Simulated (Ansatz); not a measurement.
Cl2Ga (SMILES [Cl][Ga+][Cl]), charge +1, singlet, at a GFN2-xTB geometry (such geometries of metal compounds can be far from the true shape); R2SCAN/cc-pVDZ (Ansatz, a program for electronic structure).

Input for Ansatz:
Ansatz 0.2 input:
```yaml
crystal:
  periodic: [false, false, false]
  atoms:
    - {symbol: Ga, position_ang: [0.00000000, 0.00000000, 0.00000000]}
    - {symbol: Cl, position_ang: [0.00000000, 0.00000000, 2.07019474]}
    - {symbol: Cl, position_ang: [-0.00000000, -0.00000000, -2.07019474]}
basis:
  gaussian:
    orbitals: cc-pVDZ
hamiltonian:
  xc: r2scan
total_charge: 1
```

### Question
What does Ansatz print? Leave out banner, timings and long lists.

### Answer

```
Functional definition: r2SCAN
716 factors; integrals over basis functions are off by at most 3.8e-4 eV
mean field evaluation 1: about -77410.0214 eV, gradient 3.9e1 eV
mean field evaluation 2: about -77395.3063 eV, gradient 8.0e1 eV
mean field evaluation 4: about -77414.4776 eV, gradient 2.4e0 eV
mean field evaluation 8: about -77414.4871 eV, gradient 3.8e-2 eV
mean field evaluation 16: about -77414.4871 eV, gradient 1.9e-6 eV
mean field -77414.48708407 eV, -2844.9299269155 hartree, gradient 1.9e-6 eV, S^2 0.000000; 0 other end points of the search recorded, 0 dependent functions left out
reference -77414.48709333 eV, -2844.9299272559 hartree; 32, 32 occupied and 31, 31 virtual orbitals, 716 factors
Total energy: -77414.48709333 eV, -2844.9299272559 hartree
```
